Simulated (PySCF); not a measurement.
# Oxygen: a sound run and one with changed settings

Sound run: O⁺ [He] 2s2 2p3, O²⁺ [He] 2s2 2p2. Calculation: PySCF 2.14, in cc-pVTZ (4s3p2d1f, 30 functions); the non-relativistic Hamiltonian (point nucleus). The sound run starts from symmetry-adapted Hartree-Fock orbitals and uses a fine grid where one is needed.

Changed run: initial guess minao, at most 50 SCF cycles, level shift 10.0 hartree.

```json
{"species": "O⁺", "method": "UHF", "sound run (hartree)": "-74.37037", "changed run (hartree)": "-74.37037", "converged": "no"}
{"species": "O⁺", "method": "LDA", "sound run (hartree)": "-74.00942", "changed run (hartree)": "-74.00942", "converged": "no"}
{"species": "O⁺", "method": "M06-2X", "sound run (hartree)": "-74.56167", "changed run (hartree)": "-74.56167", "converged": "no"}
{"species": "O²⁺", "method": "UHF", "sound run (hartree)": "-73.10003", "changed run (hartree)": "-73.10003", "converged": "no"}
{"species": "O²⁺", "method": "LDA", "sound run (hartree)": "-72.70195", "changed run (hartree)": "-72.70195", "converged": "no"}
{"species": "O²⁺", "method": "M06-2X", "sound run (hartree)": "-73.27138", "changed run (hartree)": "-73.27138", "converged": "no"}
```

A level shift slows the SCF but leaves a converged energy unchanged.
